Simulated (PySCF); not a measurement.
Computed IR spectrum (relative IR intensity) of a molecule C₂H₈GaN. Coordinates come from a ωB97X-D3(BJ)/def2-SVP optimisation. The values are those of a single conformer. Level of theory: ωB97X-D3(BJ)/def2-SVP (PySCF). Frequencies are harmonic and unscaled.

Lines under 2 % of the strongest are left out, and lines within 2 cm⁻¹ are merged.

ν (cm⁻¹): 180 (vw), 293 (vw), 526 (m), 590 (w), 606 (m), 747 (s), 1038 (m), 1272 (m), 1320 (w), 1469 (w), 1471 (w), 1492 (w), 2018 (vs), 2023 (m), 2999 (m), 3004 (s), 3058 (m), 3148 (w) (against the strongest line: vs over 80 %, s over 45 %, m over 15 %, w over 4 %, vw less)

Q: Which structure fits?
A) [CH3][Ga]([CH3])[NH2]
B) C[CH2][GaH][NH2]
C) C[N](C)[GaH2]

A: C, C[N](C)[GaH2]
